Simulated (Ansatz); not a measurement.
The lowest singlet and triplet of C2H2 (SMILES C#C); geometries from B3LYP-D3(BJ)/def2-TZVP, each state relaxed from the structure named, with no frequency check.
Singlet at the triplet's geometry (charge 0, multiplicity 1):
```xyz
4

C      0.639     0.174    -0.120
C     -0.634    -0.190    -0.123
H      1.278     0.416     0.732
H     -1.307    -0.323     0.727
```

```csv
level,"gap E(singlet) − E(triplet), vertical, at the triplet's geometry (kcal/mol)",cost
R-HF/cc-pVQZ,2.77,-
U-PBE/def2-TZVPP,-41.70,×2
R-r2SCAN/def2-TZVPP,-30.84,×0.9
R-B3LYP/def2-TZVPP,-36.99,×1
U-B3LYP/def2-TZVPP (spin-contaminated),-37.14,×3
R-B2PLYP/def2-TZVPP,-43.23,×0.7
U-B2PLYP/def2-TZVPP (spin-contaminated),-35.19,×2
R-MP2/cc-pVDZ,-51.10,-
R-SCS-MP2/cc-pVQZ,-52.55,-
R-CCSD/cc-pVTZ,-38.96,-
R-CCSD(T)/cc-pVDZ,-44.34,×0.4
"SA-CASSCF(4,4)/cc-pVTZ",-42.88,-
"FIC-MRCISD+Q on SA-CASSCF(4,4)/cc-pVDZ",-44.44,-
"FIC-MRCISD+Q on SA-CASSCF(4,4)/cc-pVQZ",-45.63,-
```

The rows run from -52.55 (R-SCS-MP2/cc-pVQZ) to 2.77 kcal/mol (R-HF/cc-pVQZ). The 3 R-functionals in def2-TZVPP without D3 or D4 span 12.39, from R-B2PLYP to R-r2SCAN.

A positive gap puts the triplet lower; no zero-point energy. R- takes a restricted singlet. U- takes an unrestricted singlet (broken symmetry where lower, unprojected). The triplet is unrestricted in single-reference levels. Active spaces average the two states.

Correlated levels freeze the cores.

Doubts at one or more of the structures used: a restricted determinant that unrestricted orbitals would lower (R-HF/cc-pVQZ, R-r2SCAN/def2-TZVPP, R-B3LYP/def2-TZVPP, R-B2PLYP/def2-TZVPP, R-MP2/cc-pVDZ, R-SCS-MP2/cc-pVQZ, R-CCSD/cc-pVTZ, R-CCSD(T)/cc-pVDZ).

Codes used: Ansatz (an electronic-structure program) with Gaussian orbitals. Values without a source in brackets are computed.

Costs are rough ratios of core time to R-PBE/def2-TZVPP (about 6 s over the structures, on one shared machine); a dash marks a level with no comparable run of its own.
